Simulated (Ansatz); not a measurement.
`O[SiH2][O][GeH2][OH]` + `O[SiH](F)F` → `O[SiH2]O[SiH](F)F` + `[OH][GeH2][OH]`  (ligand exchange at the Si–O bond)

Computed with Ansatz on PBE0-D4/def2-TZVP structures; ΔE is electronic, products minus reactants. CCSD(T)/CBS adds triple-zeta CCSD(T) − MP2 to the extrapolated MP2 energy (def2 sets, frozen cores). Functionals use def2-TZVPP. B3LYP here is the variant with VWN-RPA as its local correlation; programs differ in this. For Ge outer-core shells are correlated without core-valence functions, which leaves a few kJ/mol of doubt a bond. Scalar relativity is left out up to krypton. Each species was taken in one conformer, which may not be the lowest.

| level | ΔE (kJ/mol) | difference from CCSD(T)/CBS |
| --- | --- | --- |
| PBE-D4 | 2.2 | 0.2 |
| r2SCAN-D4 | 1.9 | -0.1 |
| PBE0-D4 | 2.0 | 0.0 |
| B3LYP-D4 | 0.6 | -1.4 |
| ωB97X-V | 2.5 | 0.5 |
| ωB97M-V | 2.8 | 0.8 |
| B2PLYP | 1.8 | -0.2 |
| PBE | 2.0 | 0.0 |
| r2SCAN | 1.8 | -0.2 |
| PBE0 | 1.9 | -0.1 |
| B3LYP | 0.4 | -1.6 |
| HF/def2-TZVPP | 0.0 | -2.0 |
| MP2/def2-TZVPP | 3.9 | 1.9 |
| SCS-MP2/def2-TZVPP | 2.9 | 0.9 |
| CCSD/def2-TZVPP | 2.7 | 0.7 |
| CCSD(T)/def2-TZVPP | 3.5 | 1.5 |
| HF/def2-QZVPP | -1.0 | -3.0 |
| MP2/def2-QZVPP | 2.7 | 0.7 |
| SCS-MP2/def2-QZVPP | 1.7 | -0.3 |
| HF/CBS(def2) | -1.1 | -3.1 |
| MP2/CBS(def2) | 2.4 | 0.4 |
| CCSD/CBS(def2) | 1.2 | -0.8 |
| CCSD(T)/CBS | 2.0 | 0 |

Largest T1 diagnostic among the species: 0.012.

In def2-TZVPP, CCSD(T) changes the Hartree–Fock value by +3.5 kJ/mol (the triples alone add +0.8 kJ/mol) and MP2 by +3.9 kJ/mol.
